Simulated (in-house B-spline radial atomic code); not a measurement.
A calculation on Al⁺: its settings, and results tabulated from the run. Computed with a B-spline radial code for spherical atoms: non-relativistic PBE, spin-polarised, spherical fractional occupations, point nucleus, inside a hard spherical wall at 3.77 bohr.

Command:
```bash
python run_scf.py task.json out
```
Settings:
```
Z                13
configuration    [Ne] 3s2
hamiltonian      nr
method           pbe,pbe
spin_polarised   True
wall_radius      3.77
```

Output (hartree, bohr):
```
 radial grid: 38 intervals, B-splines of order 8, outer radius 3.77 bohr

 iter        energy (Eh)    residual
    1        -241.427202    2.01e-01
    2        -241.683184    8.08e-02
    3        -241.804711    1.45e-02
    4        -241.809323    2.40e-03
    5        -241.809412    1.78e-03
    6        -241.809474    1.59e-04
    7        -241.809475    1.34e-06
    8        -241.809475    1.98e-08

 total energy                      -241.80947
 kinetic                             242.5980
 electron-nucleus                   -576.7045
 Hartree                             110.6236
 exchange-correlation                -18.3266

 orbital      occ     eigenvalue          <r>       <r^2>       <1/r>     <1/r^2>     <1/r^3>       r_max
 1s up      1.000       -55.5631     0.120534   0.0195594     12.5772     320.047           -      0.0787
 1s down    1.000       -55.5631     0.120534   0.0195594     12.5772     320.047           -      0.0787
 2s up      1.000        -4.1259     0.628792    0.474406     2.32644     22.5644           -      0.4982
 2s down    1.000        -4.1259     0.628792    0.474406     2.32644     22.5644           -      0.4982
 2p up      3.000        -2.7284     0.605666    0.467105     2.20252     6.93928     35.3582      0.4294
 2p down    3.000        -2.7284     0.605666    0.467105     2.20252     6.93928     35.3582      0.4294
 3s up      1.000        -0.3782      1.97454     4.29554     0.66978     2.64352           -       1.907
 3s down    1.000        -0.3782      1.97454     4.29554     0.66978     2.64352           -       1.907
```

Time taken, with all properties: 0.03 s on 1 thread of Arm Neoverse V2, on a shared host.
